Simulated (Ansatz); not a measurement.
Reaction (formal exchange of groups at a Ga–N bond): `[NH2][Ga]([NH2])[Cl]` + `COC=O` → `C[O][Ga]([NH2])[Cl]` + `NC=O`

Program: Ansatz. Geometries: PBE0-D4/def2-TZVP. ΔE: electronic, gas phase. CCSD(T)/CBS adds triple-zeta CCSD(T) − MP2 to the extrapolated MP2 energy (def2 sets, frozen cores). This one scheme is used for every species. Functionals use def2-TZVPP. B3LYP here is the variant with VWN-RPA as its local correlation; programs differ in this. For Ga outer-core shells are correlated without core-valence functions, which leaves a few kJ/mol of doubt a bond. Scalar relativity is left out up to krypton. One conformer a species, not always the lowest.

| level | ΔE (kcal/mol) | difference from CCSD(T)/CBS |
| --- | --- | --- |
| PBE-D4 | -3.0 | -2.5 |
| r2SCAN-D4 | -2.5 | -2.0 |
| PBE0-D4 | -2.5 | -2.0 |
| B3LYP-D4 | -3.2 | -2.7 |
| ωB97X-V | -1.6 | -1.1 |
| ωB97M-V | -1.4 | -0.9 |
| B2PLYP | -2.3 | -1.8 |
| PBE | -2.9 | -2.4 |
| r2SCAN | -2.4 | -1.9 |
| PBE0 | -2.4 | -1.9 |
| B3LYP | -3.0 | -2.5 |
| HF/def2-TZVPP | -1.9 | -1.4 |
| MP2/def2-TZVPP | -1.4 | -0.9 |
| SCS-MP2/def2-TZVPP | -1.5 | -1.0 |
| CCSD/def2-TZVPP | -1.1 | -0.6 |
| CCSD(T)/def2-TZVPP | -1.0 | -0.5 |
| HF/def2-QZVPP | -1.9 | -1.4 |
| MP2/def2-QZVPP | -1.2 | -0.7 |
| SCS-MP2/def2-QZVPP | -1.3 | -0.8 |
| HF/CBS(def2) | -1.9 | -1.4 |
| MP2/CBS(def2) | -1.0 | -0.5 |
| CCSD/CBS(def2) | -0.7 | -0.2 |
| CCSD(T)/CBS | -0.5 | 0 |

Largest T1 diagnostic among the species: 0.016.
